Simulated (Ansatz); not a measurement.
Basis-set series for C$_{3}$H$_{4}$OSi (`C#CC(=O)[SiH3]`). Charge 0, multiplicity 1. The geometry is a stationary point of PBE0-D4/def2-TZVP.

```csv
functional,basis,functions,energy (Eh),HOMO (eV),LUMO (eV)
PBE0-D4,def2-SVP,94,-480.75757,-7.36,-2.15
PBE0-D4,def2-TZVPP,222,-481.07701,-7.50,-2.33
ωB97M-V,def2-SVP,94,-481.00403,-9.69,0.14
ωB97M-V,def2-TZVPP,222,-481.33203,-9.85,-0.11
```

(1) Give the rows for def2-QZVPP. (Best estimate.)

Answers

(1) Computed: 
```json
{"functional": "PBE0-D4", "basis": "def2-QZVPP", "functions": "418", "energy (Eh)": "-481.09709", "HOMO (eV)": "-7.53", "LUMO (eV)": "-2.37"}
{"functional": "ωB97M-V", "basis": "def2-QZVPP", "functions": "418", "energy (Eh)": "-481.35048", "HOMO (eV)": "-9.88", "LUMO (eV)": "-0.16"}
```
